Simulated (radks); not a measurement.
Results of a calculation; reference values are marked as such.
Species: the neodymium ion Nd10+. Configuration: [Kr] 4d10 4f2 5s2.

Code: a radial shooting solver on a logarithmic mesh with Libxc functionals. Model: scalar-relativistic Kohn-Sham, r2SCAN, spin-unpolarised, spherical densities, finite nucleus; meta-GGA in the generalised Kohn-Sham scheme; Fermi nuclear charge, rms radius 4.9123 fm.

Energy parts (Ry):
| part | energy |
|---|---|
| total | -19196.7089 |
| kinetic | 20434.3259 |
| electron-nucleus | -46023.6507 |
| Hartree | 6826.9899 |
| exchange-correlation | -434.3740 |

Orbitals (lengths in bohr, moments of r in powers of bohr; <r^-3> diverges for s and p1/2):
| orbital | occ. | eigenvalue (Ry) | <r^-3> | <r^2> |
|---|---|---|---|---|
| 1s | 2 | -3206.887 | - | 0.0007602 |
| 2s | 2 | -530.2177 | - | 0.01203 |
| 2p | 6 | -475.0178 | 9019 | 0.009627 |
| 3s | 2 | -124.9548 | - | 0.08071 |
| 3p | 6 | -107.4470 | 1845 | 0.08082 |
| 3d | 10 | -83.17639 | 250.7 | 0.06871 |
| 4s | 2 | -34.36280 | - | 0.4101 |
| 4p | 6 | -28.54542 | 405.9 | 0.4589 |
| 4d | 10 | -20.21414 | 46.95 | 0.5460 |
| 5s | 2 | -12.86389 | - | 1.833 |
| 4f | 2 | -11.14202 | 7.087 | 0.7726 |

The highest occupied level is 4f at -151.59 eV. The density falls to 0.001 e/bohr^3 at r = 2.42 bohr. For comparison, the ionisation energy in NIST's Atomic Spectra Database is 168 eV (theoretical). In exact Kohn-Sham theory the highest level is minus the ionisation energy, but local and semilocal functionals leave it too shallow, through self-interaction and a potential that decays too fast; potentials with the right tail come closer.

Beside tabulated values, note that spin-unpolarised runs miss the spin-polarisation part of the exchange energy of open shells.
